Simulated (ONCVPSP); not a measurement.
What one change does to a pseudopotential (sulfur (S), ONCV)

ONCVPSP 4.0.1 input, shortened (lines: element, Z, core and valence counts, functional; n l f; lmax; l rc ep ncon nbas qcut; lloc lpopt rc5 dvloc0; l nproj debl; icmod fcfact rcfact), PBE, scalar-relativistic:

```
  S 16.00    1    4        4      upf
    1    0    2.00
    2    0    2.00
    2    1    6.00
    3    0    2.00
    3    1    3.75
    2
    0    0.80    0.00    4    8   17.50
    1    0.70    0.00    3    7   22.70
    2    0.80    0.22    5    9   11.60
    4    3    0.45    0.00
    0    2    3.70
    1    2    1.70
    2    2    1.50
    3    4.75    1.50
```

All-electron outer shells of the reference configuration (PBE, scalar-relativistic, ld1.x):

```json
{"shell": "1s", "level (eV)": "-2408.68", "outermost node (bohr)": "–", "outermost maximum (bohr)": "0.06"}
{"shell": "2s", "level (eV)": "-214.41", "outermost node (bohr)": "0.13", "outermost maximum (bohr)": "0.39"}
{"shell": "2p", "level (eV)": "-159.21", "outermost node (bohr)": "–", "outermost maximum (bohr)": "0.33"}
{"shell": "3s", "level (eV)": "-19.69", "outermost node (bohr)": "0.60", "outermost maximum (bohr)": "1.40"}
{"shell": "3p", "level (eV)": "-9.30", "outermost node (bohr)": "0.58", "outermost maximum (bohr)": "1.59"}
```

Change: p: rc 0.9.

Cutoffs: the cutoffs (Ha) at which the residual kinetic energy of the hardest occupied pseudo-wave falls to 1 and 0.1 mHa per electron; they do not see the model core or the augmentation charge, which bear on the density cutoff. Errors are all-electron minus pseudo energies relative to the spin-unpolarised reference configuration.

What does the change do?

The potential gets softer (181 Ha and 207 Ha → 137 Ha and 163 Ha); of the 4 tests that both files solve, the error grows in 0 and shrinks in 1 by more than 15 % and 0.3 meV (median size 1.5 → 1.0 meV); neither file shows a bound ghost. A larger radius leaves more room for a smooth pseudo-wave, so fewer plane waves are needed.

```csv
quantity,base,changed
"cutoff, loose",181 Ha,137 Ha
"cutoff, tight",207 Ha,163 Ha
loose cutoff by channel,"s 83 Ha, p 181 Ha","s 83 Ha, p 137 Ha"
bound ghosts,none,none
GHOST(+) flags under 300 eV,none,none
"error for 2s2 2p6 3s2 3p4, meV [ΔE -2.04 eV]",-0.1,0.0
"error for 2s2 2p6 3s2 3p3, meV [ΔE 9.73 eV]",+0.5,+0.2
"error for 2s2 2p6 3s2 3p2, meV [ΔE 32.02 eV]",+2.4,+1.8
"error for 2s2 2p6 3s2 3p1, meV [ΔE 66.06 eV]",+7.5,+7.4
s: phases at 0.81 bohr within 0.05 rad from the reference energy up to (Ha; the scan ends near 5),to the end of the scan,to the end of the scan
d: phases at 0.81 bohr within 0.05 rad from the reference energy up to (Ha; the scan ends near 5),to the end of the scan,to the end of the scan
"rms error of d²Exc/dni dnj with the model core, mHa",2.62,2.67
```
